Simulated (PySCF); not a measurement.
# C7H6S2: core ionisation energies

Compound: 2-methylthieno[3,2-b]thiophene, C7H6S2.
Bonds: C1–C2, C2–C3 (aromatic), C3–C4 (aromatic), C4–S5 (aromatic), S5–C6 (aromatic), C6–C7 (aromatic), C7–C8 (aromatic), C8–S9 (aromatic), C2–S9 (aromatic), C4–C8 (aromatic). Hydrogens: H10, H11, H12 on C1; H13 on C3; H14 on C6; H15 on C7.

Level of theory: PySCF, delta-SCF UKS SCAN, pcX-2 on the ionised atom, pcseg-1 elsewhere, spin-free X2C. Each binding energy is the total energy of the core-ionised species, with the hole localised on one atom, minus that of the ground state; both are solved self-consistently, so orbital relaxation is included.

Question: What binding energy does each computed site have?

Answer: 
```
atom(s)                                                     bonded to  level  binding energy (eV)  above the level's lowest (eV)  count
     C3                            2 C (aromatic in the SMILES) and H   C 1s               290.18                           0.00      1
     C7                            2 C (aromatic in the SMILES) and H   C 1s               290.32                          +0.14      1
     C6  S (aromatic in the SMILES), C (aromatic in the SMILES) and H   C 1s               290.34                          +0.16      1
     C8   S (aromatic in the SMILES) and 2 C (aromatic in the SMILES)   C 1s               290.51                          +0.33      1
     C4   S (aromatic in the SMILES) and 2 C (aromatic in the SMILES)   C 1s               290.55                          +0.37      1
     C2  S (aromatic in the SMILES), C (aromatic in the SMILES) and C   C 1s               290.55                          +0.37      1
     C1                                                     C and 3 H   C 1s               291.03                          +0.85      1
     S9                                  2 C (aromatic in the SMILES)   S 1s              2477.51                           0.00      1
     S5                                  2 C (aromatic in the SMILES)   S 1s              2477.62                          +0.11      1
```

The listed C 1s values span 0.85 eV, from C3 (bonded to 2 C (aromatic in the SMILES) and H) to C1 (bonded to C and 3 H). The widest gap between neighbouring values is 0.48 eV, between 290.55 and 291.03 eV. Summing the Pauling electronegativity differences to the bonded atoms, each weighted by its formal bond order, gives -0.35 for the lowest site and -1.05 for the highest; the largest sum, +0.05, belongs to C2, 0.48 eV below the top. The smallest sum, -1.05, belongs to C1, 0.85 eV above the lowest. The values 290.32 and 290.34 eV; the values 290.51, 290.55 and 290.55 eV lie too close for their order to be trusted.

The 2 S 1s values lie within 0.11 eV of each other; Gaussian lines of 0.5 eV full width would blend them into one maximum.

Question: Express the binding energy of S 1s of S5 in atomic units and per mole.

Answer: 2477.62 eV = 91.0509 Eh = 239054 kJ/mol.

Question: Which photon energy gives electrons from S 1s of S5 a kinetic energy of 150 eV, and what is their de Broglie wavelength?

Answer: hν = 2477.62 + 150 = 2627.62 eV, recoil neglected; λ = 12.264 Å/√(E/eV) = 1.00 Å.

Not every level is listed. Geometry: PBE0-D3(BJ)/def2-SVP; no solvent, vibrations or thermal averaging.

Time: 2.4 min wall. Hardware: one thread, Arm Neoverse V1 (shared host).
